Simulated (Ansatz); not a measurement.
`O[SiH2][TeH]` + `C=[CH][GeH3]` → `C=[C]([GeH3])[TeH]` + `O[SiH3]`  (formal exchange of groups at a Te–Si bond)

Program: Ansatz. Geometries: PBE0-D4/def2-TZVP. ΔE: electronic, gas phase. CCSD(T)/CBS is the MP2 limit (def2-TZVPP, def2-QZVPP) plus CCSD(T) − MP2 in def2-TZVPP, frozen cores. DFT in def2-TZVPP. def2 core potentials past Kr. For Ge, Te outer-core shells are correlated without core-valence functions, which leaves a few kJ/mol of doubt a bond. Scalar relativity is left out up to krypton. Each species was taken in one conformer, which may not be the lowest.

`O[SiH2][TeH]`:

Cartesian coordinates in Å:
```
O 0.278 0.415 1.604
Si 0.450 0.434 -0.030
Te -0.064 -1.760 -1.111
H -0.501 -0.015 1.961
H -0.439 1.434 -0.673
H 1.874 0.744 -0.274
H -1.599 -1.253 -1.476
```

`C=[CH][GeH3]`:

Z-matrix (Å, degrees):
```
Ge
C 1 1.938
H 1 1.539 2 110.6
H 1 1.538 2 108.6 3 -120.2
H 1 1.539 2 110.6 3 119.5
C 2 1.327 1 123.1 3 120.1
H 2 1.088 1 118.1 3 -59.9
H 6 1.087 2 121.9 1 -180.0
H 6 1.086 2 122.0 1 0.0
```

`C=[C]([GeH3])[TeH]`:

Cartesian coordinates in Å:
```
C -0.119 -0.008 -1.718
C -0.012 0.376 -0.450
Ge 0.199 -0.907 0.997
Te 0.067 2.426 0.027
H -0.237 0.689 -2.544
H -0.092 -1.062 -1.986
H 1.576 -0.731 1.655
H 0.060 -2.324 0.414
H -0.890 -0.661 2.055
H -0.552 2.202 1.549
```

`O[SiH3]`:

```xyz
6

O    -1.201   -0.142    0.423
Si    0.376   -0.111   -0.053
H    -1.751    0.609    0.200
H     0.501   -0.019   -1.534
H     0.969   -1.381    0.424
H     1.106    1.043    0.539
```

```csv
species,PBE energy (Eh)
`O[SiH2][TeH]`,-635.00743
`C=[CH][GeH3]`,-2156.37962
`C=[C]([GeH3])[TeH]`,-2424.39411
`O[SiH3]`,-366.95617
```

**Question.** Work out ΔE.

**Answer.** ΔE = (-2424.39411) + (-366.95617) − (-635.00743) − (-2156.37962) = 0.03677 Eh = +23.1 kcal/mol. CCSD(T)/CBS gives +20.9 kcal/mol.

Largest T1 diagnostic among the species: 0.012.

In def2-TZVPP, CCSD(T) changes the Hartree–Fock value by −4.2 kcal/mol (the triples alone add −0.8 kcal/mol) and MP2 by −4.9 kcal/mol. The D4 term adds −1.4 kcal/mol with B3LYP and −0.8 kcal/mol with PBE0; it sums over pairs of atoms, weighted by their polarisabilities, and B3LYP, whose exchange is more repulsive, gets the larger term. From PBE to PBE0 (25 % exact exchange), in def2-TZVPP and without D4, ΔE moves by +0.9 kcal/mol.

B3LYP here is the variant with VWN-RPA as its local correlation; programs differ in this.
